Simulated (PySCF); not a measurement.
Vertical excitations of a molecule C2H9ClOSi2 from TDA-PBE/def2-SVPD (PySCF), as energy in eV (oscillator strength): 6.71 (0.003), 6.89 (0.024), 7.08 (0.011), 7.10 (0.016), 7.25 (0.012), 7.26 (0.004). Lowest triplet (TDA): 6.49 eV. The structure is a stationary point at ωB97X-D3(BJ)/def2-SVP. One conformer was computed; it need not be the lowest.

Q: Which structure fits?
(A) C[SiH2]O[Si@@H](C)Cl
(B) C[C@H](O[SiH3])[SiH2]Cl
(C) CC[Si@@H](Cl)[SiH2]O
(D) COC[SiH2][SiH2]Cl

A: A, C[SiH2]O[Si@@H](C)Cl
